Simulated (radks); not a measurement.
Values are calculated unless marked as measured or tabulated.
Q: Species: Al II. Configuration: [Ne] 3s1 5s1 (not the ground configuration). Level of theory: scalar-relativistic Kohn-Sham, LDA (Slater exchange, Perdew-Wang correlation), spin-unpolarised, spherical densities, point nucleus (a radial shooting solver on a logarithmic mesh with Libxc functionals). Some entries of the table are withheld. Estimate them.

| orbital | occ. | eigenvalue (Ry) | <1/r> (bohr^-1) |
|---|---|---|---|
| 1s | 2 | -111.8726 | (1) |
| 2s | 2 | -9.17363 | 2.335 |
| 2p | 6 | -6.39713 | 2.215 |
| 3s | 1 | -1.52961 | (2) |
| 5s | 1 | -0.24094 | 0.1341 |

A: 
(1) 1s <1/r> (bohr^-1): 12.59
(2) 3s <1/r> (bohr^-1): 0.6147
